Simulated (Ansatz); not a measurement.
Computed with Ansatz on PBE0-D4/def2-TZVP structures; ΔE is electronic, products minus reactants. CBS: MP2 limit from def2 TZ/QZ plus the TZ coupled-cluster correction, frozen cores. Functionals use def2-TZVPP. B3LYP here is the variant with VWN-RPA as its local correlation; programs differ in this. For Ga outer-core shells are correlated without core-valence functions, which leaves a few kJ/mol of doubt a bond. Scalar relativity is left out up to krypton. One conformer a species, not always the lowest.

Reaction (cleavage of the B–Si bond): `B[SiH2]C(F)Cl` + `[SH][GaH][Cl]` → `B[S][GaH][Cl]` + `FC([SiH3])Cl`

```tsv
level	ΔE (kJ/mol)	difference from CCSD(T)/CBS
PBE-D4	-107.7	0.7
PBE0-D4	-106.6	1.8
B3LYP-D4	-108.0	0.4
ωB97X-V	-103.9	4.5
ωB97M-V	-108.9	-0.5
r2SCAN	-109.1	-0.7
PBE0	-106.0	2.4
B3LYP	-106.4	2.0
HF/def2-TZVPP	-101.3	7.1
SCS-MP2/def2-TZVPP	-113.1	-4.7
CCSD(T)/def2-TZVPP	-108.6	-0.2
HF/def2-QZVPP	-101.3	7.1
MP2/def2-QZVPP	-117.5	-9.1
HF/CBS(def2)	-101.2	7.2
MP2/CBS(def2)	-117.4	-9.0
CCSD/CBS(def2)	-105.1	3.3
CCSD(T)/CBS	-108.4	0
```

Largest T1 diagnostic among the species: 0.013.

In def2-TZVPP, CCSD(T) changes the Hartree–Fock value by −7.3 kJ/mol (the triples alone add −3.3 kJ/mol) and MP2 by −16.3 kJ/mol.
